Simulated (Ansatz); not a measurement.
C$_{4}$H$_{7}$ (SMILES [CH-]1CCC1), charge -1, singlet, geometry from GFN2-xTB (a gas-phase anion, which may not be bound at this level); MP2/def2-SVP (Ansatz, an electronic-structure program).

Input for Ansatz:
Ansatz 0.2 input:
```yaml
crystal:
  periodic: [false, false, false]
  atoms:
    - {symbol: C, position_ang: [0.00517132, 1.09925244, -0.34269289]}
    - {symbol: C, position_ang: [-0.00709196, -1.01871233, -0.00830742]}
    - {symbol: C, position_ang: [-1.07652487, 0.07011928, 0.08516265]}
    - {symbol: C, position_ang: [1.07848492, 0.05524076, 0.06995662]}
    - {symbol: H, position_ang: [0.01625217, 1.98354431, 0.36244730]}
    - {symbol: H, position_ang: [-0.01744288, -1.52642944, -0.97846478]}
    - {symbol: H, position_ang: [-0.00686701, -1.79084704, 0.77907723]}
    - {symbol: H, position_ang: [-1.49140270, 0.13217959, 1.11834808]}
    - {symbol: H, position_ang: [-1.94429847, -0.05926635, -0.58796451]}
    - {symbol: H, position_ang: [1.50871792, 0.11146630, 1.09717884]}
    - {symbol: H, position_ang: [1.93480455, -0.08604828, -0.61533597]}
basis:
  gaussian:
    orbitals: def2-SVP
total_charge: -1
magnetization: {spin_polarized: false}
correlation: {method: mp2}
```

What the program printed (banner, timings and long lists left out):

```
Functional definition: HF
952 factors; integrals over basis functions are off by at most 1.6e-3 eV
mean field evaluation 1: about -4223.2521 eV, gradient 2.5e1 eV
mean field evaluation 2: about -4223.2567 eV, gradient 2.5e1 eV
mean field evaluation 4: about -4225.3041 eV, gradient 3.4e0 eV
mean field evaluation 8: about -4225.3429 eV, gradient 5.4e-4 eV
mean field -4225.34285493 eV, -155.2784858785 hartree, gradient 2.4e-6 eV, S^2 0.000000; 0 other end points of the search recorded, 0 dependent functions left out
4 core orbitals not correlated
reference -4225.34285493 eV, -155.2784858785 hartree; 12, 12 occupied and 75, 75 virtual orbitals, 952 factors
second order -15.61970813 eV of doubles, -0.00000000 eV of singles
Total energy: -4240.96256306 eV, -155.8524995648 hartree
```
